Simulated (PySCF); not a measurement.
Compound: C₂H₉NOSi.
InChI=1S/C2H9NOSi/c1-2-3-5-4/h3-4H,2,5H2,1H3

Level of theory: TDDFT wB97X-D/def2-SVPD, vertical, gas phase, core orbitals frozen in the response in PySCF. Geometry: GFN2-xTB, one conformer, isolated molecule. Torsions of this conformer, `[CH3:1][CH2:2][NH:3][SiH2:4][OH:5]`: C1–C2–N3–Si4 -152°, C2–N3–Si4–O5 178°, H–O5–Si4–N3 -52°.

Each state is given a Gaussian of 0.3 eV full width at half maximum, with ε(max) = 2.175×10⁸ f / Δν̃ (Δν̃ the width in cm⁻¹). The width is an assumption, not a result. The curve ends short of the highest state used, and states not computed would add to its high-energy end.

E (eV), ε (L mol⁻¹ cm⁻¹) and a bar:
```
     6.03          4 
     6.06          8 
     6.10         23 
     6.13         45 
     6.17        102 #
     6.20        176 #
     6.24        338 ##
     6.28        587 ###
     6.31        835 ####
     6.35       1224 ######
     6.38       1532 ########
     6.42       1897 ##########
     6.45       2089 ###########
     6.49       2185 ###########
     6.52       2120 ###########
     6.56       1872 #########
     6.60       1501 ########
     6.63       1194 ######
     6.67        808 ####
     6.70        567 ###
     6.74        324 ##
     6.77        200 #
     6.81         97 
     6.84         53 
     6.88         22 
     6.92          8 
     6.95          4 
     6.99          1 
     7.02          1 
     7.06          0 
     7.09          1 
     7.13          2 
     7.16          6 
     7.20         17 
     7.24         43 
     7.27         82 
     7.31        178 #
     7.34        299 ##
     7.38        548 ###
     7.41        809 ####
     7.45       1251 ######
     7.48       1628 ########
     7.52       2135 ###########
     7.56       2565 #############
     7.59       2797 ##############
     7.63       2974 ###############
     7.66       3036 ###############
     7.70       3101 ################
     7.73       3196 ################
     7.77       3442 #################
     7.80       3723 ###################
     7.84       4191 #####################
     7.87       4572 #######################
     7.91       5078 ##########################
     7.95       5564 ############################
     7.98       5921 ##############################
```

Question: Where are the band maxima, and which computed states make them?

Answer: 191 nm (6.49 eV), ε about 2200, made up of S1 (71%) and S2 (29%) (ε in L mol⁻¹ cm⁻¹; maxima over ε = 5, shares over 10%). At its high-energy end, 7.98 eV, the curve is still rising (ε about 5900, from S4, S5 and S7). The states used: S1 6.48 eV (f 0.017); S2 6.52 eV (f 0.0072); S3 7.61 eV (f 0.029); S4 7.89 eV (f 0.030); S5 7.94 eV (f 0.0085); S6 7.98 eV (f 0.0049); S7 8.14 eV (f 0.066); S8 8.58 eV (f 0.039).

Question: What would ε be at 6.49 eV, the highest of these maxima, with half the width (0.15 eV)?

Answer: About 4240 L mol⁻¹ cm⁻¹ against 2180, a factor of about 1.9; a lone state at its own centre would give exactly 2.

Question: On this curve, what absorbance would a 10⁻³ mol/L sample give at 193 nm over a 1 cm path?

Answer: 193 nm is 6.424 eV, where ε is about 1900 L mol⁻¹ cm⁻¹, so A = ε c l ≈ 1.9 (Beer–Lambert, with the gas-phase spectrum and the assumed width).

Question: Coming from long wavelengths, where does ε first pass 100 L mol⁻¹ cm⁻¹?

Answer: At about 201 nm (6.17 eV), 0.31 eV below S1.
